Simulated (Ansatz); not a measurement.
Ansatz (a quantum-chemistry and plane-wave program) input:

Ansatz 0.2 input:
```yaml
crystal:
  periodic: [false, false, false]
  atoms:
    - {symbol: C, position_ang: [-2.52831680, 0.11578448, -0.31820837]}
    - {symbol: C, position_ang: [-1.30829404, -0.68360827, 0.11283828]}
    - {symbol: C, position_ang: [0.00272991, 0.07041121, -0.02572386]}
    - {symbol: O, position_ang: [0.04674111, 1.20556900, -0.44043968]}
    - {symbol: C, position_ang: [1.25530769, -0.68304098, 0.38645007]}
    - {symbol: C, position_ang: [2.53747260, 0.12036634, 0.23193359]}
    - {symbol: H, position_ang: [-2.62577409, 1.02640289, 0.27257370]}
    - {symbol: H, position_ang: [-2.44824723, 0.41558141, -1.36296400]}
    - {symbol: H, position_ang: [-3.43748333, -0.47445038, -0.19650314]}
    - {symbol: H, position_ang: [-1.39588158, -1.00575547, 1.15646321]}
    - {symbol: H, position_ang: [-1.21969244, -1.61109044, -0.46374638]}
    - {symbol: H, position_ang: [1.11796635, -1.01267743, 1.42230743]}
    - {symbol: H, position_ang: [1.29460508, -1.60641661, -0.20213854]}
    - {symbol: H, position_ang: [3.40086801, -0.46994954, 0.54152794]}
    - {symbol: H, position_ang: [2.50417452, 1.02692192, 0.83596329]}
    - {symbol: H, position_ang: [2.68213966, 0.42740496, -0.80370437]}
basis:
  gaussian:
    orbitals: def2-TZVPD
hamiltonian:
  xc: {name: r2SCAN}
magnetization: {spin_polarized: true, initial_magnetization: 2}
```

Which total energy does the run end on?

-271.58540 Eh (r2SCAN/def2-TZVPD). The basis has 315 functions.

This state (charge 0, triplet) is run at the relaxed geometry of the species with charge 0 and multiplicity 1, and is a spin state other than that species' own.
